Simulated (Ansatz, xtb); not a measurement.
**C6H5FSe: which of two isomers lies lower**

Structure I is `C=Cc1c[se]cc1F`, a singlet and structure II is `C=Cc1cc(F)c[se]1`, a singlet. Both are isolated molecules in the gas phase, relaxed with B3LYP-D3(BJ)/def2-SVP; the shapes shown needn't be the lowest conformers.

I (Å):

```xyz
13

C    -1.4428    1.0266   -1.5419
C    -0.1868    0.9408   -1.0811
C     0.3931   -0.1704   -0.3201
C    -0.2382   -1.3289    0.0703
C     2.2361   -1.2080    0.8150
C     1.7703   -0.1382    0.1127
F     2.5372    0.9204   -0.1818
Se    0.8786   -2.4779    1.0258
H    -2.1804    0.2348   -1.3822
H    -1.7759    1.9039   -2.1009
H     0.5053    1.7661   -1.2738
H    -1.2728   -1.6047   -0.1247
H     3.2397   -1.3426    1.2114
```

II (Å):

```csv
atom,x (Å),y (Å),z (Å)
C,-1.3517,0.7702,-2.4586
C,-0.1302,0.2883,-2.1801
C,0.6336,0.4874,-0.9610
C,1.8867,-0.0158,-0.6982
C,2.4088,0.3342,0.5823
C,1.6160,1.1116,1.3762
F,3.6192,-0.0915,0.9619
Se,0.0048,1.5055,0.5090
H,-1.8383,0.5592,-3.4129
H,-1.9063,1.3906,-1.7475
H,0.3799,-0.3283,-2.9299
H,2.4451,-0.6330,-1.4042
H,1.8471,1.4734,2.3757
```

Quicker runs give these differences E(II) − E(I): GFN2-xTB −7.19 kJ/mol; HF/STO-3G −3.31 kJ/mol (at GFN2-xTB geometries); r2SCAN-D4/def2-SVP −8.33 kJ/mol (at GFN2-xTB geometries).

Estimate E(II) − E(I) at the level CCSD(T)/def2-SVP + ΔMP2/def2-TZVPP.

CCSD(T)/def2-SVP + ΔMP2/def2-TZVPP gives E(II) − E(I) = −7.81 kJ/mol, slightly favouring structure II, which is too small a margin to settle the true order.

The same difference at several levels:

| level | geometry | E(II) − E(I) (kJ/mol) | departure from the last row (kJ/mol) | job, with rough time for the two |
| --- | --- | --- | --- | --- |
| GFN2-xTB | GFN2-xTB | −7.19 | +0.63 | optimisation, 0.18 s |
| HF/STO-3G | GFN2-xTB | −3.31 | +4.51 | single point, 1.1 s |
| r2SCAN-D4/def2-SVP | GFN2-xTB | −8.33 | −0.51 | single point, 12 s |
| B3LYP-D3(BJ)/def2-SVP | B3LYP-D3(BJ)/def2-SVP | −8.43 | −0.61 | optimisation, 1.7 min |
| HF/def2-SVP | B3LYP-D3(BJ)/def2-SVP | −6.07 | +1.74 | part of the CCSD(T) run |
| MP2/def2-SVP | B3LYP-D3(BJ)/def2-SVP | −6.83 | +0.98 | part of the CCSD(T) run |
| CCSD(T)/def2-SVP | B3LYP-D3(BJ)/def2-SVP | −5.36 | +2.45 | single point |
| CCSD(T)/def2-SVP + ΔMP2/def2-TZVPP | B3LYP-D3(BJ)/def2-SVP | −7.81 |  | single point, 6.8 min |

As drawn, both hold the same kinds of bond in the same numbers.

The largest departure from CCSD(T)/def2-SVP + ΔMP2/def2-TZVPP is that of HF/STO-3G, 4.51 kJ/mol. The last row adds to CCSD(T) the change of the MP2 difference between the two basis sets, here −2.45 kJ/mol.

With thermal terms from frequencies at re-optimised GFN2-xTB minima (ideal gas, soft modes damped towards free rotors, one conformer each, 298.15 K, 1 atm): on the last row, ΔE + ΔZPE = −8.26, ΔH = −8.33, ΔG = −7.65 kJ/mol.

The correlated steps freeze 16 core orbitals; the filled d shell of Se is correlated, in a basis made for valence electrons. Codes used: Ansatz 0.2.0, xtb 6.7.1; the last row on 2 threads of Arm Neoverse V1 on a shared host.
